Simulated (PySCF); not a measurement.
methylsilylboronic acid (CH7BO2Si), SMILES B(O)([SiH2]C)O.

The structure is a stationary point at r2SCAN-D4/def2-SVP. The values are those of a single conformer.

Method: TDDFT-ωB97X/def2-SVPD (PySCF).

Vertical excitations. 

Computed excitation energies, oscillator strengths and character:
```json
[
 {"state": "S1", "energy (eV)": "6.82", "λ (nm)": "182", "f": "0.027", "main pairs": "HOMO→LUMO+1 78 %, HOMO→LUMO+2 16 %"},
 {"state": "S2", "energy (eV)": "7.61", "λ (nm)": "163", "f": "0.014", "main pairs": "HOMO→LUMO+2 43 %, HOMO→LUMO 35 %, HOMO→LUMO+1 10 %"},
 {"state": "S3", "energy (eV)": "7.92", "λ (nm)": "157", "f": "0.063", "main pairs": "HOMO→LUMO 54 %, HOMO→LUMO+2 22 %"},
 {"state": "S4", "energy (eV)": "8.32", "λ (nm)": "149", "f": "0.021", "main pairs": "HOMO−2→LUMO+1 41 %, HOMO−1→LUMO+1 40 %, HOMO−1→LUMO+2 8 %"},
 {"state": "S5", "energy (eV)": "8.51", "λ (nm)": "146", "f": "0.039", "main pairs": "HOMO−2→LUMO+1 40 %, HOMO−1→LUMO+1 40 %"},
 {"state": "S6", "energy (eV)": "8.77", "λ (nm)": "141", "f": "0.014", "main pairs": "HOMO−3→LUMO 55 %, HOMO−2→LUMO 10 %, HOMO−2→LUMO+2 8 %"},
 {"state": "S7", "energy (eV)": "8.89", "λ (nm)": "139", "f": "0.009", "main pairs": "HOMO−3→LUMO+1 39 %, HOMO−3→LUMO 12 %, HOMO−1→LUMO+2 10 %, HOMO−2→LUMO 8 %"},
 {"state": "S8", "energy (eV)": "8.90", "λ (nm)": "139", "f": "0.078", "main pairs": "HOMO−1→LUMO+2 34 %, HOMO−2→LUMO+2 18 %, HOMO−1→LUMO+3 11 %, HOMO−3→LUMO 9 %"},
 {"state": "S9", "energy (eV)": "8.92", "λ (nm)": "139", "f": "0.146", "main pairs": "HOMO−3→LUMO+1 24 %, HOMO−2→LUMO+2 17 %, HOMO−2→LUMO 15 %, HOMO−1→LUMO+2 10 %"},
 {"state": "S10", "energy (eV)": "9.07", "λ (nm)": "137", "f": "0.078", "main pairs": "HOMO−2→LUMO+3 23 %, HOMO−2→LUMO 21 %, HOMO−2→LUMO+2 16 %, HOMO→LUMO+4 9 %"},
 {"state": "T1", "energy (eV)": "5.70", "λ (nm)": "217", "f": "0", "main pairs": "HOMO→LUMO+1 69 %, HOMO→LUMO+2 23 %"},
 {"state": "T2", "energy (eV)": "7.17", "λ (nm)": "173", "f": "0", "main pairs": "HOMO→LUMO+2 49 %, HOMO→LUMO+1 18 %, HOMO→LUMO 14 %"},
 {"state": "T3", "energy (eV)": "7.66", "λ (nm)": "162", "f": "0", "main pairs": "HOMO−3→LUMO+1 55 %, HOMO−3→LUMO+2 21 %, HOMO→LUMO 9 %"},
 {"state": "T4", "energy (eV)": "7.70", "λ (nm)": "161", "f": "0", "main pairs": "HOMO→LUMO 62 %"}
]
```
Triplets are in the Tamm–Dancoff approximation, which puts them higher than full response would, so one can lie above its singlet here.
